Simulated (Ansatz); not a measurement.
C2H12BGaOSi2 (`C[C@@H]([SiH3])B[Si@@H](O)[GaH2]`), relaxed with RKS PBE0-D4/def2-TZVP in Ansatz 0.2.0 from a GFN2-xTB geometry. The force threshold is 0.005 eV/Å; the program also tests the step.

Charge 0, multiplicity 1.

Start:

```xyz
19

C     1.725   -0.508    0.694
C     0.367   -0.536    1.400
Si   -0.158    1.285    1.789
B    -0.839   -1.099    0.612
Si   -0.810   -1.041   -1.348
O    -2.377   -1.211   -1.841
Ga   -0.012    1.097   -2.231
H     2.486   -0.029    1.309
H     2.060   -1.522    0.476
H     1.664    0.039   -0.254
H     0.494   -1.002    2.384
H    -1.419    1.322    2.531
H    -0.287    2.034    0.519
H     0.906    1.867    2.612
H    -1.781   -1.444    1.219
H    -0.021   -2.109   -2.041
H    -2.625   -1.174   -2.761
H    -0.882    2.307   -2.945
H     1.508    1.723   -2.122
```

| step | energy (eV) | largest force (eV/Å) | largest move (Å) |
| --- | --- | --- | --- |
| 1 | -73109.5979 | 1.336 | 0.000 |
| 2 | -73109.8433 | 0.416 | 0.193 |
| 3 | -73109.8982 | 0.171 | 0.134 |
| 4 (rejected) | -73109.8910 | 0.462 | 0.200 |
| 5 | -73109.9153 | 0.455 | 0.097 |
| 6 | -73109.9214 | 0.645 | 0.097 |
| 7 | -73109.9477 | 0.301 | 0.150 |
| 8 | -73109.9720 | 0.077 | 0.199 |
| 9 | -73109.9819 | 0.102 | 0.199 |
| 10 (rejected) | -73109.9750 | 0.149 | 0.148 |
| 11 | -73109.9875 | 0.089 | 0.074 |
| 12 | -73109.9906 | 0.055 | 0.078 |
| 13 | -73109.9920 | 0.035 | 0.031 |
| 14 | -73109.9931 | 0.032 | 0.043 |
| 15 | -73109.9938 | 0.040 | 0.038 |
| 16 | -73109.9943 | 0.037 | 0.036 |
| 17 | -73109.9947 | 0.033 | 0.035 |
| 18 | -73109.9953 | 0.043 | 0.037 |
| 19 | -73109.9959 | 0.036 | 0.047 |
| 20 | -73109.9965 | 0.048 | 0.058 |
| 21 | -73109.9971 | 0.048 | 0.038 |
| 22 | -73109.9977 | 0.050 | 0.045 |
| 23 | -73109.9980 | 0.040 | 0.038 |
| 24 | -73109.9982 | 0.025 | 0.028 |
| 25 | -73109.9982 | 0.018 | 0.007 |
| 26 | -73109.9983 | 0.006 | 0.006 |
| 27 | -73109.9983 | 0.003 | 0.002 |

End:

```xyz
19

C     1.783   -0.758    0.808
C     0.376   -0.530    1.359
Si   -0.030    1.313    1.527
B    -0.849   -0.964    0.521
Si   -0.799   -1.033   -1.462
O    -2.246   -1.567   -2.085
Ga   -0.306    1.334   -1.775
H     2.554   -0.316    1.444
H     1.992   -1.826    0.722
H     1.897   -0.325   -0.189
H     0.281   -0.864    2.402
H    -1.095    1.566    2.526
H    -0.573    1.889    0.232
H     1.190    2.100    1.833
H    -1.922   -0.977    1.064
H     0.335   -1.824   -2.031
H    -2.402   -1.406   -3.016
H    -1.393    2.402   -2.169
H     1.206    1.785   -1.711
```

Hardware: 2 threads of an AMD EPYC 7R13 on a shared host and a share of an NVIDIA H100 80 GB. Wall time 70 s, peak host memory 1.1 GiB.
